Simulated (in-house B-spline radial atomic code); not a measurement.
## The erbium ion Er⁵⁺: [Kr] 4d9 4f9 5s2 5p6 7p1 (an excited or competing configuration)

All numbers are computed (Dirac-Hartree-Fock, average of configuration; Fermi nucleus of rms radius 5.2516 fm) with an all-electron radial atomic-structure program (B-spline basis), not measured.

Z_r = [3n² - l(l+1)]/(2<r>); Z_e = n√(-2ε); the last column is Slater's effective charge. Values are occupation-weighted means over j. An effective charge above Z reflects the relativistic contraction of the inner shells.

| shell | electrons | ε (eV) | <r> (bohr) | Z_r | Z_e | Slater |
| --- | --- | --- | --- | --- | --- | --- |
| 1s | 2 | -57938 | 0.02037 | 73.64 | 65.26 | 67.70 |
| 2s | 2 | -9949.3 | 0.08583 | 69.91 | 54.08 | 63.85 |
| 2p | 6 | -8846.2 | 0.07638 | 65.46 | 51.00 | 63.85 |
| 3s | 2 | -2368.7 | 0.2242 | 60.22 | 39.58 | 56.75 |
| 3p | 6 | -2022.9 | 0.2232 | 56.00 | 36.58 | 56.75 |
| 3d | 10 | -1569.5 | 0.2038 | 51.51 | 32.22 | 46.85 |
| 4s | 2 | -576.29 | 0.5045 | 47.57 | 26.03 | 40.25 |
| 4p | 6 | -457.55 | 0.5323 | 43.21 | 23.20 | 40.25 |
| 4d | 9 | -292.52 | 0.5724 | 36.69 | 18.55 | 29.20 |
| 5s | 2 | -144.88 | 1.163 | 32.25 | 16.32 | 15.45 |
| 4f | 9 | -113.29 | 0.6598 | 27.28 | 11.54 | 20.20 |
| 5p | 6 | -109.16 | 1.297 | 28.14 | 14.16 | 15.45 |
| 7p | 1 | -24.667 | 4.897 | 14.81 | 9.43 | 6.00 |

The least bound orbital is 7p3/2 at -24.44 eV, and it is also the most diffuse (<r> = 4.943 bohr). The part-filled 4d shell lies below the filled 5p shell in orbital energy.

Spin-orbit splittings of the orbital energies (j = l + 1/2 above j = l - 1/2 when positive): 2p 919 eV, 3p 196.6 eV, 3d 42.43 eV, 4p 45.52 eV, 4d 8.509 eV, 4f 1.381 eV, 5p 7.981 eV, 7p 0.6866 eV.

For the 1s electron the small component carries 6.48 % of the norm, the zero-frequency Breit interaction raises the level by 184.1 eV, self-energy by 112 eV, and vacuum polarisation lowers it by 19.37 eV.
